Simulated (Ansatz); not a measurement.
Relaxation of F₃H₄HfNO (10 atoms, charge 0, multiplicity 1), to a largest force component of 0.03 eV/Å in at most 50 steps.

Level of theory: Ansatz, RKS r2SCAN-D4/def2-SVP.

```xyz
10
Properties=species:S:1:pos:R:3
Hf -0.459 -0.205 -0.530
N -0.114 0.387 2.787
H 0.366 -0.239 3.437
H -0.189 1.298 3.243
F 1.070 -1.329 -0.245
F -0.050 1.659 -0.709
F -1.110 -0.715 -2.249
O -1.999 -0.581 0.732
H -2.892 -0.904 0.564
H -1.078 0.019 2.656
```

Task: Where does it end, and by what steps?

Result: The run converged. After 11 steps the energy has fallen by 0.873 eV; H4 moved furthest, 0.78 Å. Joined: Hf1–N2 (3.39 → 2.44 Å).

```tsv
step	energy less start (eV)	largest force component (eV/Å)	accepted
0	0.0000	1.482	yes
1	-0.3006	0.655	yes
2	-0.6156	1.089	yes
3	-0.7540	1.347	yes
4	-0.8415	0.587	yes
5	-0.8536	0.248	yes
6	-0.8685	0.085	yes
7	-0.8705	0.092	yes
8	-0.8713	0.066	yes
9	-0.8723	0.116	yes
10	-0.8725	0.132	yes
11	-0.8728	0.007	yes
```

```xyz
10
Properties=species:S:1:pos:R:3
Hf -0.532 -0.163 -0.030
N -0.159 0.311 2.331
H 0.600 -0.247 2.728
H 0.064 1.293 2.504
F 0.936 -1.375 0.335
F -0.198 1.745 -0.111
F -0.761 -0.515 -1.911
O -2.286 -0.701 0.653
H -3.117 -1.052 0.321
H -1.003 0.095 2.865
```

Whether the end is a true minimum wasn't checked by a vibrational analysis.

Time of the run: 30 s on 4 threads of AMD EPYC 7B13 (Zen 3), with other jobs on the host, peak memory 0.24 GiB.
